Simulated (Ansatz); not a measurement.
A nudged elastic band was laid between two geometries of AlCl$_{2}$FH$_{2}$ (6 atoms, charge 0, multiplicity 1).

Level of theory: RKS revPBE-D4/6-31G* (Ansatz).

- movable images: 2
- climbing image: yes
- spring: 5.0 eV/Å²
- optimiser: quadratic models (default)
- start path: through a guess of the saddle point
- force threshold: 0.05 eV/Å
- iteration limit: 60
- end points: relaxed

First end point:

```xyz
6
Properties=species:S:1:pos:R:3
Al 0.011 0.034 0.066
H 0.009 0.561 1.576
Cl 1.824 0.102 -1.040
Cl -1.814 0.036 -1.022
F 0.049 -1.902 0.775
H 0.050 -1.730 1.718
```

Last end point:

```xyz
6
Properties=species:S:1:pos:R:3
Al 0.022 -0.723 -0.369
H 0.017 0.205 1.882
Cl 1.820 0.260 -0.825
Cl -1.814 0.194 -0.808
F 0.053 -2.304 0.150
H 0.030 -0.530 2.043
```

(1) Which bonds break or form, and what moves?

(2) What energy profile does the band end with?

(3) What is the geometry of the highest image?

## Answers

(1) Bonds broken: Al1–H2, F5–H6. Bonds formed: H2–H6. AlCl2FH2 becomes AlCl2F + H2.

(2) The run converged. The highest image is number 1 of 0 to 3, 1.7 kcal/mol above the first end and 31.4 kcal/mol above the last; the last end lies 29.7 kcal/mol below the first. Another band between the same ends (9 images) ends at a top of the same energy, where a vibrational analysis finds 1 clearly imaginary mode. So few images can step over the top or miss a turn of the path. The orbitals stay closed-shell, which can raise the energy where a bond breaks towards radicals; this wasn't checked here.

```tsv
image	path coordinate (Å)	energy (kcal/mol)	Al1–H2 (Å)	F5–H6 (Å)	H2–H6 (Å)
0	0.00	0.0	1.60	0.96	2.30
1	0.74	1.7	1.68	1.06	1.33
2	1.45	-22.8	2.02	1.77	0.79
3	2.16	-29.7	2.43	2.59	0.75
```

(3) 
```xyz
6
Properties=species:S:1:pos:R:3
Al 0.014 -0.177 -0.009
H 0.014 0.136 1.637
Cl 1.838 0.161 -1.008
Cl -1.829 0.098 -0.992
F 0.044 -1.926 0.840
H 0.047 -1.191 1.604
```

Time of the run: 30 s on 1 thread of AMD EPYC 7R43 64-Core Processor (Zen 3) (shared host), peak memory 0.18 GiB.
